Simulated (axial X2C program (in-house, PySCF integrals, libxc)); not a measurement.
**PBr⁻: bond constants with and without spin–orbit coupling**

Calculated with an in-house relativistic program for diatomic molecules. Spin-free means the one-electron spin-free X2C Hamiltonian; two-component (2c) means X2C with spin–orbit coupling and atomic mean-field two-electron Coulomb and Gaunt terms, so the difference of the two also holds small scalar two-electron terms. Basis: Br dyall-acv3z [9s10p7d5f1g], P dyall-av3z [9s8p3d2f] (cores contracted in-house); Gaussian nuclei, density fitting, unrestricted open shells. Masses: Br 78.918 u, P 30.974 u.

State, spin-free: M_S = 1/2, Λ = 1 (beyond evenly filled blocks: π+α, π+β, π-α); electrons by block: σα: 12, σβ: 12, π+α: 6, π+β: 6, π-α: 6, π-β: 5, δ+α: 1, δ+β: 1, δ-α: 1, δ-β: 1. Fragments: Br- + P.

State, 2c: Ω = 3/2 (⟨Sz⟩ = 0.50, ⟨Lz⟩ = 1.00 at PBE0); electrons by block: 1/2: 18, -1/2: 18, 3/2: 7, -3/2: 6, 5/2: 1, -5/2: 1. Fragments: Br- + P.

```json
{"Hamiltonian": "spin-free", "level": "PBE0", "Re (Å)": "2.313", "ωe (cm⁻¹)": "336.3", "ωexe (cm⁻¹)": "1.49", "αe (cm⁻¹)": "0.000863", "De (eV)": "0.717", "D0 (eV)": "0.696", "μ (D)": "-4.38"}
{"Hamiltonian": "spin-free", "level": "HF", "Re (Å)": "2.369", "ωe (cm⁻¹)": "302.6", "ωexe (cm⁻¹)": "1.75", "αe (cm⁻¹)": "0.000968", "De (eV)": "-0.699", "D0 (eV)": "-0.718", "μ (D)": "-3.74"}
{"Hamiltonian": "spin-free", "level": "MP2", "Re (Å)": "2.319", "ωe (cm⁻¹)": "338.1", "ωexe (cm⁻¹)": "1.37", "αe (cm⁻¹)": "0.000823", "De (eV)": "0.393", "D0 (eV)": "0.372", "μ (D)": "n/a"}
{"Hamiltonian": "spin-free", "level": "CCSD", "Re (Å)": "2.347", "ωe (cm⁻¹)": "318.5", "ωexe (cm⁻¹)": "1.46", "αe (cm⁻¹)": "0.00087", "De (eV)": "0.404", "D0 (eV)": "0.384", "μ (D)": "n/a"}
{"Hamiltonian": "spin-free", "level": "CCSD(T)", "Re (Å)": "2.349", "ωe (cm⁻¹)": "318.1", "ωexe (cm⁻¹)": "1.4", "αe (cm⁻¹)": "0.000856", "De (eV)": "0.491", "D0 (eV)": "0.472", "μ (D)": "n/a"}
{"Hamiltonian": "spin-free", "level": "PW91", "Re (Å)": "2.335", "ωe (cm⁻¹)": "321.9", "ωexe (cm⁻¹)": "1.45", "αe (cm⁻¹)": "0.000868", "De (eV)": "0.908", "D0 (eV)": "0.889", "μ (D)": "-4.59"}
{"Hamiltonian": "2c", "level": "PBE0", "Re (Å)": "2.312", "ωe (cm⁻¹)": "336.9", "ωexe (cm⁻¹)": "1.49", "αe (cm⁻¹)": "0.000865", "De (eV)": "0.743", "D0 (eV)": "0.722", "μ (D)": "-4.41"}
{"Hamiltonian": "2c", "level": "PW91", "Re (Å)": "2.334", "ωe (cm⁻¹)": "322.4", "ωexe (cm⁻¹)": "1.45", "αe (cm⁻¹)": "0.00087", "De (eV)": "0.937", "D0 (eV)": "0.917", "μ (D)": "-4.63"}
```

Correlated methods: 13 electrons correlated (number of frozen shells: Br 3 s, 2 p, 1 d; P 2 s, 1 p), 245 virtual spin orbitals or spinors in MP2, 90 natural virtuals in coupled cluster.

Dipoles are positive if P is the positive end and refer to the centre of mass.

One determinant describes the state; a PBE0 search over occupations chose it and may have missed a lower one. Dissociation energies refer to the lowest single-determinant-based atoms at the same level and basis. Density functionals use the spin component along the axis (collinear). Coupled cluster ran in a truncated set of natural virtual spinors; the MP2 energy of the rest was added. (T) has no such correction and the atoms are truncated less, which lowers De at CCSD(T) by a hundredth of an eV or more. Without a current term, density functionals place determinants with orbital angular momentum somewhat too high. The atomic limit has a lower orbital projection than the molecule and lies lower at mean-field level, so De may be about a tenth of an eV too small. The highest occupied level of some functionals is positive through self-interaction error; at Hartree–Fock it is bound. The stretched end of a curve changes character and is left out. Hartree–Fock gets electron affinities wrong, so its lowest charge split need not be the true one.

No reliable constants came from CCSD (2c), CCSD(T) (2c), HF (2c), MP2 (2c): no minimum in range, unconverged points, a curve that is not smooth, a change of character along it, or the two Hamiltonians disagreeing along it.

Rough cost a point (2c) on 1 thread(s) of a shared host, integrals apart: PBE0 0.7 s, PW91 0.3 s.

The whole task took 2.6 min on 1 thread of Arm Neoverse V2, with other jobs on the host.
